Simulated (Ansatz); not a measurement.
ClGeH$_{5}$Si$_{2}$ (`Cl[SiH]1[SiH2][GeH2]1`), relaxed with RKS PBE0-D4/def2-TZVP in Ansatz 0.2.0 from a PBE-D4/def2-SVP geometry. The force threshold is 0.005 eV/Å; the program also tests the step.

The species carries charge 0 and has multiplicity 1.

Start:

```xyz
9

Cl    0.950   -2.785    0.458
Si   -0.335   -1.270   -0.195
Si   -0.481    0.666    1.126
Ge    0.658    0.750   -1.010
H    -1.555   -1.859   -0.849
H     0.361    0.734    2.369
H    -1.799    1.374    1.277
H     0.000    1.526   -2.177
H     2.200    0.863   -0.999
```

```
         step  energy (eV)  largest force (eV/Å)  largest move (Å)
            1  -84861.2210                 0.424             0.000
            2  -84861.2507                 0.107             0.041
            3  -84861.2529                 0.026             0.026
            4  -84861.2535                 0.053             0.046
            5  -84861.2550                 0.035             0.019
            6  -84861.2571                 0.037             0.064
            7  -84861.2577                 0.037             0.037
            8  -84861.2581                 0.022             0.019
            9  -84861.2581                 0.013             0.007
10 (rejected)  -84861.2581                 0.014             0.014
           11  -84861.2582                 0.005             0.007
           12  -84861.2582                 0.004             0.005
```

End:

```xyz
9

Cl    0.836   -2.874    0.446
Si   -0.288   -1.265   -0.164
Si   -0.495    0.660    1.111
Ge    0.649    0.745   -1.001
H    -1.504   -1.730   -0.875
H     0.439    0.791    2.257
H    -1.814    1.292    1.368
H     0.021    1.384   -2.245
H     2.155    0.998   -0.895
```

Run time 78 s (4 threads of a server CPU on a shared host); peak host memory 0.62 GiB.
